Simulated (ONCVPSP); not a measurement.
Sc: one change to an ONCV potential, before and after

| Item | Value |
| --- | --- |
| Element | scandium (Sc) |
| Generator | ONCVPSP 4.0.1 |
| Type | optimised norm-conserving Vanderbilt (ONCV) |
| Functional | PBE |
| Relativity | scalar-relativistic |
| Frozen core | [Ar] |
| Valence charge | 3 |
| Reference configuration | 3d1 4s1 4p1 |
| Partial waves | 4s: rc 2.65 bohr, ncon 3, nbas 6, qcut 2.5 1/bohr, 1 projector; 4p: rc 3.50 bohr, ncon 4, nbas 9, qcut 2.5 1/bohr, 2 projectors, debl 1.1 Ha; 3d: rc 2.45 bohr, ncon 4, nbas 9, qcut 7.6 1/bohr, 2 projectors, debl 0.6 Ha |
| Local potential | polynomial inside 2.00 bohr (lpopt 5, dvloc0 6 Ha) |
| Core correction | Teter function, fcfact 5.5, rcfact 1.65 |

Change: core correction Teter function, fcfact 4, rcfact 1.5.

Cutoffs: the cutoffs (Ha) at which the residual kinetic energy of the hardest occupied pseudo-wave falls to 1 and 0.1 mHa per electron; they do not see the model core or the augmentation charge, which bear on the density cutoff. Errors are all-electron minus pseudo energies relative to the spin-unpolarised reference configuration.

**Question.** Predict the effect on cutoff, ghosts and configuration errors.

**Answer.** The potential gets neither clearly harder nor softer (18 Ha and 21 Ha → 18 Ha and 21 Ha); of the 4 tests that both files solve, the error grows in 0 and shrinks in 4 by more than 15 % and 0.3 meV (median size 47.9 → 17.1 meV); neither file shows a bound ghost. A model core, the more so a compact one, raises the density cutoff, which this test does not measure.

```csv
quantity,base,changed
"cutoff, loose",18 Ha,18 Ha
"cutoff, tight",21 Ha,21 Ha
bound ghosts,none,none
GHOST(+) flags under 300 eV,none,none
"error for 3d1 4s2 4p0, meV [ΔE -2.78 eV]",-16,-5.5
"error for 3d1 4s1 4p0, meV [ΔE 4.12 eV]",-54,-14
"error for 3d1 4s0 4p0, meV [ΔE 16.89 eV]",-310,-57
"error for 3d2 4s1 4p0, meV [ΔE -1.11 eV]",-42,-20
s: phases at 2.69 bohr within 0.05 rad from the reference energy up to (Ha; the scan ends near 5),1.2,1.2
p: phases at 3.54 bohr within 0.05 rad from the reference energy up to (Ha; the scan ends near 5),1.4,1.4
d: phases at 2.49 bohr within 0.05 rad from the reference energy up to (Ha; the scan ends near 5),3.5,3.5
"rms error of d²Exc/dni dnj with the model core, mHa",12.81,15.19
```
